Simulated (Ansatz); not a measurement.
Correlation energies of C3H9NSi (`C[C@H]1N[Si@H]1C`) by basis set

Z-matrix (Å, degrees):
```
C
C 1 1.504
H 1 1.093 2 110.8
H 1 1.092 2 111.2 3 120.3
H 1 1.096 2 111.1 3 -120.2
N 2 1.500 1 115.3 3 -168.0
Si 2 1.835 1 127.2 3 -96.0
H 2 1.093 1 113.1 3 57.5
H 6 1.009 2 116.3 1 -119.2
C 7 1.855 2 125.6 1 -3.2
H 7 1.486 2 117.2 1 152.5
H 10 1.093 7 110.9 2 99.8
H 10 1.093 7 110.6 2 -140.4
H 10 1.091 7 110.2 2 -20.7
```

The species carries charge 0 and has multiplicity 1. The structure was optimised at the PBE0-D4/def2-TZVP level. Frozen core, restricted reference, Ansatz 0.2.0. CBS rows extrapolate triple and quadruple zeta; past MP2 they add the triple-zeta difference.

```tsv
basis	HF (Eh)	MP2 corr.
def2-TZVPP	-462.27952	-0.85563
def2-QZVPP	-462.29711	-0.91206
```

Problem. Estimate the CCSD correlation energy and the (T) correction in each basis where they were run (hartree).

Solution. 
| basis | CCSD corr. | (T) |
| --- | --- | --- |
| def2-TZVPP | -0.90465 | -0.03773 |
| CBS(def2) | -1.00289 | as TZ |
